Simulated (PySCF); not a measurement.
## WBr₂ + 2 F₂ → WF₄ + Br₂

Level: PBE in the def2-SVP basis family, computed in PySCF with density fitting; scalar-relativistic core potentials for atoms from Rb on, none lighter, no spin–orbit coupling; open shells unrestricted.

| species | state and structure | ZPE (kJ/mol) | H(298 K) − H(0) (kJ/mol) | S° (J/(mol K)) |
| --- | --- | --- | --- | --- |
| WBr₂ | quintet, C2v, W–Br 2.433 Å (×2); Br–W–Br 139.8° | 3.3 | 14.7 | 346.4 |
| F₂ | singlet, D∞h, F–F 1.411 Å | 5.9 | 8.8 | 202.5 |
| WF₄ | singlet, D2d, W–F 1.847 Å (×4); F–W–F 91.9° (×4), F–W–F 158.8° (×2) | 22.4 | 18.9 | 334.6 |
| Br₂ | singlet, D∞h, Br–Br 2.326 Å | 1.8 | 9.8 | 245.8 |

Is the gas-phase reaction uphill or downhill in electronic energy at this level, and by how much?

At PBE/def2-SVP, ΔE = -1314.6 kJ/mol, downhill. Fluorination of this kind underlies dry etching and chamber cleaning.

Add zero-point, thermal and entropy terms for 298.15 K and 1 bar.

ΔZPE = 9.1 and Δ[H(298) − H(0)] = -3.6 kJ/mol give ΔH° = -1309.1 kJ/mol. ΔS° = -171.0 J/(mol K), so ΔG° = -1309.1 − 298.15 × (-0.1710) = -1258 kJ/mol.

Spin–orbit coupling can matter for WBr₂, WF₄ and is left out. Open d or f shells are single determinants, so the state found may not be the ground state. Each species is the lowest minimum found with this bonding; other isomers or fragments can lie lower.
